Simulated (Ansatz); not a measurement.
Basis-set extrapolation for `CO[SiH](F)O[SiH3]` (PBE0-D4/def2-TZVP geometry, frozen core, the Gaussian-basis code of Ansatz). Multiplicity 1, RHF reference.

```json
{"": "HF", "def2-TZVPP": "-869.349203", "def2-QZVPP": "-869.383227"}
{"": "MP2 correlation", "def2-TZVPP": "-1.130679", "def2-QZVPP": "-1.223710"}
{"": "CCSD(T) correlation", "def2-TZVPP": "-1.213589", "def2-QZVPP": "not run"}
```

Energies in hartree. Use E(X) = E(∞) + A·exp(−7.88·√X) for Hartree–Fock and E(X) = E(∞) + B·X^(−2.97) for correlation, with X = 3 and 4, and add CCSD(T) minus MP2 of the smaller set to the MP2 limit.

Question: What is the CCSD(T) energy at the basis-set limit?

Answer: HF limit: -869.383227 + (-0.034024) × 0.13774 = -869.38791. MP2 limit: -1.223710 + (-0.093031) × 0.74074 = -1.29262. Higher-order term: -1.213589 − (-1.130679) = -0.08291. Total: -870.76344 hartree, 125.9 kcal/mol below CCSD(T)/def2-TZVPP.
